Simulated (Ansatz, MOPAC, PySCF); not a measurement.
Species: TlI, charge 0, multiplicity 1. SMILES: [I][Tl]
Coordinates optimised at B3LYP-D3(BJ)/def2-TZVP (Ansatz, a program for electronic structure):
```
Tl
I 1 2.8762
```

Wanted: vertical electron affinity to the doublet, in eV. Terms: no spin-orbit coupling; PM7 with its own dispersion and hydrogen-bond terms; each state is the SCF solution reached for its charge and spin; open shells spin-unrestricted; def2 sets with scalar-relativistic core potentials past Kr; valence correlation only (noble-gas shells and the d and f shells of earlier blocks); LANL2DZ with its own core potentials from Na on. Ab initio and DFT rows: single points at B3LYP-D3(BJ) geometries (Ansatz). Semi-empirical rows: differences of heats of formation at the shared geometry for vertical values.

```
level               program  vertical electron affinity to the doublet (eV)
------------------  -------  ----------------------------------------------
AM1                   MOPAC                                           -1.10
PM7                   MOPAC                                            1.74
HF/LANL2DZ           Ansatz                                           -0.15
PBE/LANL2DZ          Ansatz                                           -0.03
B3LYP/LANL2DZ        Ansatz                                            0.03
M06-2X/LANL2DZ        PySCF                                            0.13
MP2/LANL2DZ          Ansatz                                           -0.27
PBE/def2-TZVPD       Ansatz                                            0.44
M06-2X/def2-TZVPD     PySCF                                            0.46
wB97M-V/def2-TZVPD   Ansatz                                            0.48
```

No value to compare with is used here. The 7 habitual levels span -1.10 (AM1) to 1.74 eV (PM7); wB97M-V/def2-TZVPD gives 0.48.

The levels are drawn from those run, B3LYP/6-31G* more often than the rest, none by its result; runs whose electronic state is in doubt are left out.
